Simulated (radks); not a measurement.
Ionisation of neutral chromium, [Ar] 3d5 4s1, to [Ar] 3d5 as the strength of local exchange is varied. Method: scalar-relativistic Kohn-Sham, Slater X-alpha exchange (alpha = 2/3 is LDA exchange), no correlation, spin-unpolarised, spherical densities, finite nucleus; Fermi nuclear charge, rms radius 3.6452 fm; computed with a radial shooting solver on a logarithmic mesh with Libxc functionals.

alpha,E(Cr) (hartree),exchange (hartree),IE (eV),-e of the level emptied (eV),<r> of it (bohr)
0.557,-1039.19477,-36.88081,5.868,3.020 (4s),3.564
0.667,-1046.50921,-44.49126,6.281,3.377 (4s),3.486
0.724,-1050.32062,-48.47668,6.505,3.579 (4s),3.443
0.729,-1050.65564,-48.82764,6.525,3.597 (4s),3.439
0.736,-1051.12486,-49.31934,6.553,3.623 (4s),3.433
0.773,-1053.60862,-51.92544,6.703,3.761 (4s),3.405
0.874,-1060.41947,-59.09987,7.124,4.160 (4s),3.325
0.878,-1060.69013,-59.38582,7.141,4.176 (4s),3.322

NIST Atomic Spectra Database: 6.767 eV (measured). The Delta-SCF value meets it near alpha = 0.79. Spin polarisation and multiplet splitting are left out, so open shells lie too high by an amount that depends on their filling.

Beside tabulated values, note that spin-unpolarised runs miss the spin-polarisation part of the exchange energy of open shells.
